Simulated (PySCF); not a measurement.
# Electronic structure of Br²⁺ (bromine, charge +2) at the UHF level

Configuration: [Ar] 3d10 4s1 4p3 5s1, high-spin 6S determinant (an excited configuration). Calculation: PySCF 2.14, in aug-cc-pVDZ-PP with ECP10MDF; scalar relativity through the core potential.

```
Total energy             : -413.385187 hartree
One-electron energy      : -701.4863 hartree
Hartree (Coulomb) energy : 317.2775 hartree
Exchange energy          : -29.1764 hartree
⟨S²⟩                     : 8.7508
⟨L²⟩                     : 0.000
Sum of ⟨r⟩               : 21.14 bohr
Sum of ⟨r²⟩              : 38.20 bohr²
```

```csv
shell,electrons,mean orbital energy (hartree),"rms radius, mean of both spins (bohr)"
3s α,1,-11.06115,0.590
3s β,1,-10.98112,0.590
3p α,3,-8.80337,0.608
3p β,3,-8.74052,0.608
3d α,5,-4.34521,0.640
3d β,5,-4.30244,0.640
4s α,1,-2.21336,1.65
4p α,3,-1.51614,1.89
5s α,1,-0.61012,4.21
```

Energies and moments cover only the electrons outside the core potential. The outer electron is Rydberg-like, and this basis confines it to a smaller radius and binds it less than a complete one would.
